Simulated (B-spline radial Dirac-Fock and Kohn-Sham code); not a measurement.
Level of theory: independent-particle photoionisation in a Dirac-Hartree-Slater potential with a Latter tail, all multipoles, thresholds from Dirac-Fock ΔSCF; a radial atomic solver. Kinetic energies are from the vacuum level. Open shells are spread statistically over j, without multiplet splitting. Without correlation, outer binding energies are uncertain by a few eV, most for open f shells.

Q: A free atom or ion in its tabulated ground configuration is ionised with 5000 eV photons and gives these photoelectron lines. Identify it and assign the lines.

```tsv
kinetic energy (eV)	relative cross section
747.4	36.3
1052.8	55.4
1260.8	100.0
4162.8	8.0
4286.2	7.6
4324.7	13.8
4541.0	3.9
4548.5	5.5
4861.2	1.6
4903.1	1.3
4909.8	2.4
4975.7	0.48
4976.5	0.66
4994.7	0.0099
4995.0	0.016
```

A: In, [Kr] 4d10 5s2 5p1. Binding energies are hν less the kinetic energy: 2s 4252.6 eV, 2p1/2 3947.2 eV, 2p3/2 3739.2 eV, 3s 837.2 eV, 3p1/2 713.8 eV, 3p3/2 675.3 eV, 3d3/2 459.0 eV, 3d5/2 451.5 eV, 4s 138.8 eV, 4p1/2 96.86 eV, 4p3/2 90.23 eV, 4d3/2 24.33 eV, 4d5/2 23.49 eV, 5p1/2 5.31 eV, 5p3/2 5.04 eV.

Run: 13 s of CPU time on 1 thread of Neoverse-N1 (shared host), peak memory 0.39 GiB.

Values without a named source are computed, but for edge energies of neutral atoms, which are taken from tables.
